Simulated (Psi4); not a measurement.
CH₅NSi, singlet, geometry from GFN2-xTB; PBE0/6-31G, TDA (Psi4).

Input for Psi4:
```
memory 2 GB

molecule mol {
0 1
  Si   -0.451969    0.022007    0.558049
  C     0.653792    1.318266   -0.331917
  H     0.512568    2.312280    0.089206
  H     0.427286    1.382448   -1.396941
  H     1.712254    1.074330   -0.233801
  N    -0.055898   -1.341886   -0.406056
  H     0.586359   -1.336751   -1.187785
  H    -0.442362   -2.256792   -0.249469
symmetry c1
}

set basis 6-31g
set reference rks
set puream true
set save_jk true
set tdscf_states [5]
set tdscf_tda true
set d_convergence 1e-8

energy('td-pbe0')
print_variables()
```

The log (banner, timings and long lists left out):

```
   => Loading Basis Set <=

    Name: 6-31G
    Role: ORBITAL
    Keyword: BASIS

         ---------------------------------------------------------
                                   SCF
               by Justin Turney, Rob Parrish, Andy Simmonett
                          and Daniel G. A. Smith
                              RKS Reference
         ---------------------------------------------------------

  ==> Geometry <==

    Molecular point group: c1
    Full point group: C1

    Geometry (in Angstrom), charge = 0, multiplicity = 1:

       Center              X                  Y                   Z               Mass
    ------------   -----------------  -----------------  -----------------  -----------------
         SI          -0.405137423031     0.041846929592     0.508211587210    27.976926534650
         C            0.700623576969     1.338105929592    -0.381754412790    12.000000000000
         H            0.559399576969     2.332119929592     0.039368587210     1.007825032230
         H            0.474117576969     1.402287929592    -1.446778412790     1.007825032230
         H            1.759085576969     1.094169929592    -0.283638412790     1.007825032230
         N           -0.009066423031    -1.322046070408    -0.455893412790    14.003074004430
         H            0.633190576969    -1.316911070408    -1.237622412790     1.007825032230
         H           -0.395530423031    -2.236952070408    -0.299306412790     1.007825032230

  Running in c1 symmetry.

  Rotational constants: A =      0.64683  B =      0.25016  C =      0.18663 [cm^-1]
  Rotational constants: A =  19391.34124  B =   7499.64080  C =   5595.03206 [MHz]
  Nuclear repulsion =   99.952267006191548

  Charge       = 0
  Multiplicity = 1
  Electrons    = 32
  Nalpha       = 16
  Nbeta        = 16

  ==> Algorithm <==

  SCF Algorithm Type is DF.
  DIIS enabled.
  MOM disabled.
  Fractional occupation disabled.
  Guess Type is SAD.
  Energy threshold   = 1.00e-06
  Density threshold  = 1.00e-08
  Integral threshold = 1.00e-12

  ==> Primary Basis <==

  Basis Set: 6-31G
    Blend: 6-31G
    Number of shells: 27
    Number of basis functions: 41
    Number of Cartesian functions: 41
    Spherical Harmonics?: true
    Max angular momentum: 1

  ==> DFT Potential <==

   => LibXC <=

    Version 7.1.2
    S. Lehtola, C. Steigemann, M. J. T. Oliveira, and M. A. L. Marques,  SoftwareX 7, 1–5 (2018) (10.1016/j.softx.2017.11.002)

   => Composite Functional: PBE0 <=

[...]
  @DF-RKS Final Energy:  -385.05195793411724
    Total Energy =                       -385.0519579341172403
[...]
     4        A->A (1 A)       0.26245         7.14160        -384.78951       0.0639          0.0142         -0.0558         -0.0193
     5        A->A (1 A)       0.27320         7.43424        -384.77875       0.3260          0.2058          0.0054          0.0051

Contributing excitations
Only contributions with abs(coeff) > 1.00e-01 will be printed:

Excited State    1 (1 A):   0.14117 au   322.76 nm f = 0.0748
  Sums of squares: Xssq =  1.000000e+00
     14a  ->  17a     0.124329 ( 1.546%)
     16a  ->  17a    -0.987129 (97.442%)

Excited State    2 (1 A):   0.23032 au   197.83 nm f = 0.0323
  Sums of squares: Xssq =  1.000000e+00
     15a  ->  17a     0.566298 (32.069%)
     16a  ->  18a    -0.790326 (62.461%)
     16a  ->  19a     0.203160 ( 4.127%)

Excited State    3 (1 A):   0.26148 au   174.25 nm f = 0.3583
  Sums of squares: Xssq =  1.000000e+00
     14a  ->  17a     0.178860 ( 3.199%)
     14a  ->  18a    -0.157361 ( 2.476%)
     15a  ->  17a     0.761955 (58.058%)
     16a  ->  18a     0.507588 (25.765%)
     16a  ->  19a    -0.202235 ( 4.090%)
     16a  ->  20a     0.123142 ( 1.516%)

Excited State    4 (1 A):   0.26245 au   173.61 nm f = 0.0639
  Sums of squares: Xssq =  1.000000e+00
     10a  ->  17a     0.115980 ( 1.345%)
     14a  ->  17a    -0.962530 (92.646%)
     15a  ->  17a     0.142115 ( 2.020%)
     16a  ->  17a    -0.106884 ( 1.142%)

Excited State    5 (1 A):   0.27320 au   166.77 nm f = 0.3260
  Sums of squares: Xssq =  1.000000e+00
     16a  ->  18a    -0.266216 ( 7.087%)
     16a  ->  19a    -0.943176 (88.958%)
     16a  ->  23a     0.101937 ( 1.039%)

******************************************************************************************
**********                               WARNING                                **********
**********       The names of excited state variables changed between 1.5       **********
**********     and 1.6. For a quick solution, remove the symmetry specifier     **********
**********   from the variable name. For full details, see 'Notes on Psivars'   **********
**********                        in the documentation.                         **********
******************************************************************************************

  Variable Map:
  ----------------------------------------------------------------------------
[...]
  Array Variable Map:
  ----------------------------------------------------------------------------
[...]
[...]
```
